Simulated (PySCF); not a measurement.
Job for PySCF: R-MP2/6-31G* on CH4 (SMILES C).

```python
from pyscf import gto, scf, dft, mp
from pyscf.data.elements import chemcore

mol = gto.M(
    atom='''
    C     0.04221449   -0.11211833    0.06518686
    H    -0.06439398   -1.09325900    0.52546081
    H     0.07891513   -0.21940730   -1.01807791
    H    -0.80741849    0.51078816    0.34105329
    H     0.96164519    0.35402960    0.41628357
    ''',
    basis='6-31g*',
    cart=True,
    charge=0, spin=0, verbose=3, max_memory=1800)
mf = scf.RHF(mol)
mf.conv_tol = 1e-8
mf.max_cycle = 100
mf.kernel()
if not mf.converged:
    mf = mf.newton().run(mf.mo_coeff, mf.mo_occ)
pt = mp.MP2(mf, frozen=chemcore(mol)).run()
```

Question: What total energy does the run end on?

Answer: -40.3325 hartree.
